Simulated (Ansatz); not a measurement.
`[F][Zn][GaH2]` and `[BH2][Zn][F]` differ in one atom or group.

Ansatz, PBE0-D4/def2-TZVP geometries, multiplicity 1. 

Scalar relativity is left out up to krypton.

| property | `[F][Zn][GaH2]` |
| --- | --- |
| HOMO energy (PBE0/def2-TZVPP) / eV | -7.81 |
| HOMO energy (B3LYP/def2-TZVPP) / eV | -7.66 |
| size of the dipole moment (ωB97M-V/def2-TZVPP) / D | 2.65 |
| LUMO energy (PBE/def2-TZVPP) / eV | -3.46 |
| HOMO energy (ωB97M-V/def2-TZVPP) / eV | -9.84 |
| ideal-gas entropy at 298 K and 1 bar (rigid rotor, harmonic PBE0-D4/def2-TZVP) / J/(mol·K) | 315 |

**Question.** What does the change do to each property? (Estimate.)

**Answer.** The calculation gave: 
```csv
property,`[BH2][Zn][F]`,shift
HOMO energy (PBE0/def2-TZVPP) / eV,-8.41,-0.60
HOMO energy (B3LYP/def2-TZVPP) / eV,-8.26,-0.60
size of the dipole moment (ωB97M-V/def2-TZVPP) / D,2.79,0.14
LUMO energy (PBE/def2-TZVPP) / eV,-3.95,-0.49
HOMO energy (ωB97M-V/def2-TZVPP) / eV,-10.59,-0.75
"ideal-gas entropy at 298 K and 1 bar (rigid rotor, harmonic PBE0-D4/def2-TZVP) / J/(mol·K)",282,-33
```

With PBE0 the HOMO falls by 0.60 eV and the LUMO falls by 0.24 eV, so the gap widens by about 0.36 eV. PBE moves the HOMO by -0.50 eV and ωB97M-V by -0.75 eV. Dipoles are sizes alone; their direction can turn.

B3LYP here is the variant with VWN-RPA as its local correlation; programs differ in this.
